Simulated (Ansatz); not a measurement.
`[CH2]1[AlH][Zn]1`, relaxed with RKS PBE0-D4/def2-TZVP in Ansatz 0.2.0 from a PBE-D4/def2-SVP geometry. The force threshold is 0.005 eV/Å; the program also tests the step.

Total charge 0; spin multiplicity 1.

Start:

```xyz
6

C     0.452   -0.631   -0.097
Al   -1.030    0.582    0.007
Zn    1.193    1.441   -0.512
H     0.501   -1.580    0.484
H     0.873   -0.805   -1.116
H    -1.988    0.992    1.233
```

```
        step  energy (eV)  largest force (eV/Å)  largest move (Å)
           1  -56089.5750                 0.431             0.000
           2  -56089.5949                 0.150             0.059
           3  -56089.5992                 0.044             0.021
           4  -56089.5996                 0.013             0.007
5 (rejected)  -56089.5995                 0.072             0.007
           6  -56089.5997                 0.008             0.003
           7  -56089.5999                 0.009             0.011
           8  -56089.5999                 0.003             0.004
```

End:

```xyz
6

C     0.453   -0.630   -0.096
Al   -0.997    0.570    0.062
Zn    1.226    1.435   -0.521
H     0.524   -1.563    0.475
H     0.825   -0.799   -1.117
H    -2.031    0.987    1.197
```

It took 27 s on 2 threads of an Arm Neoverse V1 on a shared host, with 0.32 GiB of host memory at the peak.
